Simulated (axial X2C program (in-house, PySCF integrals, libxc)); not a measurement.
# Density and ELF of SnB

Calculated with an in-house relativistic program for diatomic molecules. Two-component (2c) means X2C with spin–orbit coupling and atomic mean-field two-electron Coulomb and Gaunt terms. Basis: Sn dyall-cv3z [11s12p9d4f1g], B dyall-v3z [7s6p2d1f] (cores contracted in-house); Gaussian nuclei, density fitting, unrestricted open shells. Masses: Sn 119.902 u, B 11.009 u.

PBE0, two-component, state Ω = 3/2 (⟨Sz⟩ = 1.49, ⟨Lz⟩ = 0.01 at PBE0); Sn at z = 0, B at z = 2.178 Å.

The maps cover the half plane through the axis: z from -2.4 to 4.5 Å along the bond, ρ from 0.15 to 2.25 Å away from it (steps of 0.3 Å, the bottom row nearest the axis).

log10 of the density in e/bohr³:

digits 0 to 9 span -4.52 to 1.82 evenly
```
011122222222222221111000
111222333333322222221100
112233333333333333222110
122334444444444433332211
223344455544444444433221
223344566655455554443221
233445677765555555443321
233445689865555765543321
```

Electron localisation function (collinear form, no current term, damped to 0 at low density):

digits 0 to 9 span 0.00 to 1.00 evenly
```
000123444332221110000000
001355655544333322210000
014677766554455445542100
146777654445566667776310
257876432234677788888630
478874234323688789999851
578863377732685018999972
578853637362680955999973
```

Axial spin density in 10⁻³ e/bohr³:

digits 0 to 9 span -11.09 to 11.09 evenly, values beyond are clipped
```
555555555555555555555555
555555555665555555555555
555555666766666655555555
555556778888777776655555
555567889999999999865555
555678876799999999986555
555678736469999999997655
555678559949999999998655
```

The state is one determinant whose occupation by symmetry is held fixed; it was picked as the lowest of a PBE0 search that is not exhaustive. Density functionals use the spin component along the axis (collinear). PBE0 can misorder states that lie within some tenths of an eV, so this need not be the ground state of the molecule. The nearest other 2c determinant of the search, Ω = 1/2, lies 0.34 eV up at the distance of the search. With several unpaired electrons one determinant need not be a pure state. This is the top spin component of a Σ state; components of lower Ω are not single determinants and can lie lower.
